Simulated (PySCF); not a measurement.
An unknown is described by computed data only.

Formula: C3H9BF3N.

* Rotational structure: rotational constants A, B, C: 2.486, 1.785, 1.784 GHz [PBE0-D3(BJ)/def2-SVP]
* Polarisability: 60.9 au [B3LYP/def2-SVPD]
* UV, strongest line: among the 10 lowest singlet transitions: S7 at 9.62 eV (129 nm, f = 0.110) [TDDFT B3LYP/def2-SVPD]
* Dipole: 5.92 D [B3LYP/def2-SVPD]
* Couplings: largest of the computed one-bond spin–spin couplings (means over like bonds): 13C–1H +147.0 (×9), 19F–11B -62.8 (×3), 15N–11B -13.5, 15N–13C -5.6 (×3) Hz [B3LYP/pcJ-1, spin–dipole term left out for some pairs]
* 13C NMR: chemical shifts (computed TMS as zero) by class: 47.2 (3 C) ppm [GIAO KT2/pcSseg-1]

The electronic properties come from PySCF, for the isolated species, density fitting. Levels stand in brackets. Isolated species at its PBE0-D3(BJ)/def2-SVP geometry, gas phase. NMR classes are plain means over equivalent atoms (diastereotopic ones count apart unless rotation or inversion swaps them), as if these changed places fast.

**Question.** Propose a structure and show how it fits.

**Answer.** Numbering: `[CH3:1][N+:2]([CH3:3])([CH3:4])[B-:5]([F:6])([F:7])[F:8]`. 3 carbons fall into 1 class: N-methyl carbon [C1/C3/C4] (47.2 ppm, 3 C). The couplings run between: +147.0 Hz, N-methyl carbon [C1] and its hydrogen (with 8 like pairs); -62.8 Hz, boron-bound fluorine [F6] and four-coordinate boron [B5] (with 2 like pairs); -13.5 Hz, nitrogen bonded to B and 3 C [N2] and four-coordinate boron [B5]; -5.6 Hz, nitrogen bonded to B and 3 C [N2] and N-methyl carbon [C1] (with 2 like pairs). The optimised geometry has point group C3v and is a prolate symmetric top (the spread among constants that symmetry makes equal is optimisation noise). Structure: trimethylamine trifluoroborane, `C[N+](C)(C)[B-](F)(F)F`. The assignments are read from this structure; whether some other isomer fits the data as well wasn't checked.

Shape of the structure used: `[CH3:1][N+:2]([CH3:3])([CH3:4])[B-:5]([F:6])([F:7])[F:8]`: C1–N2–B5–F6 59°.
